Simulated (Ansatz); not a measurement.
Basis-set extrapolation for CH6FNOSi, SMILES `NC(O)[SiH2]F` (PBE0-D4/def2-TZVP geometry, frozen core, Ansatz 0.2.0). Multiplicity 1, RHF reference.

```csv
,def2-TZVPP,def2-QZVPP
HF,-559.225728,-559.248075
MP2 correlation,-0.998791,-1.079365
CCSD(T) correlation,-1.067340,not run
```

Energies in hartree. Use E(X) = E(∞) + A·exp(−7.88·√X) for Hartree–Fock and E(X) = E(∞) + B·X^(−2.97) for correlation, with X = 3 and 4, and add CCSD(T) minus MP2 of the smaller set to the MP2 limit.

Problem. What is the CCSD(T) energy at the basis-set limit?

Solution. HF limit: -559.248075 + (-0.022347) × 0.13774 = -559.25115. MP2 limit: -1.079365 + (-0.080574) × 0.74074 = -1.13905. Higher-order term: -1.067340 − (-0.998791) = -0.06855. Total: -560.45875 hartree, 435.0 kJ/mol below CCSD(T)/def2-TZVPP.
